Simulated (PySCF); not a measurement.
H₃O₃Si, SMILES O[Si](O)O, multiplicity 2. Atoms are numbered in the order given.

```xyz
7

O     -1.5624    -0.1116    -0.2315
Si     0.0000     0.0000     0.3774
O      0.6845     1.4089    -0.2315
O      0.8779    -1.2972    -0.2315
H     -2.1587     0.5882     0.0909
H      1.5888     1.5754     0.0909
H      0.5700    -2.1636     0.0909
```
Charge 0, spin multiplicity 2.

The structure is a stationary point at PBE-D3(BJ)/def2-SVP. The isomer is the one that the SMILES or the coordinates give; other isomers of the formula were not compared. One conformer was computed; it need not be the lowest.

Calculation: TDA-CAM-B3LYP/def2-SVPD (PySCF 2.14.0).

Vertical excitations; the highest root listed may be one member of a degenerate set. The molecule is in vacuum.

Computed excitation energies, oscillator strengths and character:
| state | energy (eV) | λ (nm) | f | main pairs |
|---|---|---|---|---|
| root 1 | 5.42 | 229 | 0.051 | α HOMO→LUMO+2, β HOMO−1→LUMO, β HOMO→LUMO (degenerate set) |
| root 2 | 5.42 | 229 | 0.051 | α HOMO→LUMO+1, β HOMO→LUMO, β HOMO−1→LUMO (degenerate set) |
| root 3 | 5.44 | 228 | 0.001 | α HOMO→LUMO 90 %, β HOMO−2→LUMO 5 % |
| root 4 | 5.63 | 220 | 0.066 | α HOMO→LUMO+1, α HOMO→LUMO+2, β HOMO→LUMO (degenerate set) |
| root 5 | 5.63 | 220 | 0.066 | α HOMO→LUMO+2, α HOMO→LUMO+1, β HOMO−1→LUMO (degenerate set) |
| root 6 | 5.82 | 213 | 0.008 | α HOMO→LUMO 5 %, β HOMO−2→LUMO 90 % |
| root 7 | 6.71 | 185 | 0.034 | β HOMO−3→LUMO, β HOMO−4→LUMO (degenerate set) |
| root 8 | 6.71 | 185 | 0.034 | β HOMO−4→LUMO, β HOMO−3→LUMO (degenerate set) |
| root 9 | 6.95 | 179 | 0.173 | α HOMO→LUMO+3 94 % |
| root 10 | 7.27 | 171 | 0.016 | α HOMO→LUMO+5 50 %, α HOMO→LUMO+4 29 % |
Unrestricted roots are not spin-pure.
